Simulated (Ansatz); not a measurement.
Relaxation of AlAsH$_{4}$N (7 atoms, charge -1, multiplicity 1), to a largest force component of 0.015 eV/Å in at most 40 steps.

Method: Ansatz 0.2.0, RKS B3LYP-D4/def2-SVP.

```xyz
7
Properties=species:S:1:pos:R:3
N -1.939 -0.620 -0.676
Al -0.452 0.181 -0.464
As -0.008 2.088 -2.000
H -2.642 -0.381 -1.372
H 0.877 0.081 0.512
H 1.444 1.662 -2.238
H 0.502 2.981 -0.865
```

Problem. Where does it end, and by what steps?

Solution. It converged. Limits of this set-up: an anion without diffuse functions. After 6 steps the energy has fallen by 0.223 eV; H5 moved furthest, 0.25 Å.

```json
{"step": "0", "energy less start (eV)": "0.0000", "largest force component (eV/Å)": "0.680", "accepted": "yes"}
{"step": "1", "energy less start (eV)": "-0.2115", "largest force component (eV/Å)": "0.250", "accepted": "yes"}
{"step": "2", "energy less start (eV)": "-0.2227", "largest force component (eV/Å)": "0.096", "accepted": "yes"}
{"step": "3", "energy less start (eV)": "-0.2233", "largest force component (eV/Å)": "0.034", "accepted": "yes"}
{"step": "4", "energy less start (eV)": "-0.2233", "largest force component (eV/Å)": "0.032", "accepted": "yes"}
{"step": "5", "energy less start (eV)": "-0.2228", "largest force component (eV/Å)": "0.044", "accepted": "no"}
{"step": "6", "energy less start (eV)": "-0.2235", "largest force component (eV/Å)": "0.005", "accepted": "yes"}
```

```xyz
7
Properties=species:S:1:pos:R:3
N -1.933 -0.715 -0.583
Al -0.505 0.241 -0.556
As 0.113 2.230 -2.055
H -2.698 -0.554 -1.244
H 0.670 -0.061 0.509
H 1.554 1.743 -2.295
H 0.581 3.108 -0.880
```

The run took 26 s on 1 thread of Arm Neoverse V1, on a shared host, peak memory 0.17 GiB.
